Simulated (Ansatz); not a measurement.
Ansatz (a quantum-chemistry and plane-wave program) input:
A basis named .json is the Basis Set Exchange file of that set.

Ansatz 0.2 input:
```yaml
crystal:
  periodic: [false, false, false]
  atoms:
    - {symbol: C, position_ang: [0.55798013, -0.80249177, 0.02841444]}
    - {symbol: C, position_ang: [-0.70200109, -0.40341838, 0.06593373]}
    - {symbol: F, position_ang: [-1.74277738, -1.28535688, 0.18411089]}
    - {symbol: F, position_ang: [-1.29708299, 0.83279059, 0.00825950]}
    - {symbol: Cl, position_ang: [1.66016877, 0.66520926, -0.13514250]}
basis:
  gaussian:
    orbitals: cc-pV_T+d_Z.json
total_charge: -1
magnetization: {spin_polarized: false}
correlation: {method: ccsd_t, electrons: outside_noble_gas}
```

Q: Which total energy does the run end on?

A: -735.22392 Eh (CCSD(T)/cc-pV(T+d)Z). The basis has 159 functions. The run takes around 50 core-seconds (rough).

It need not be the lowest isomer of its formula. Whether it binds its extra electron was not tested at this geometry.
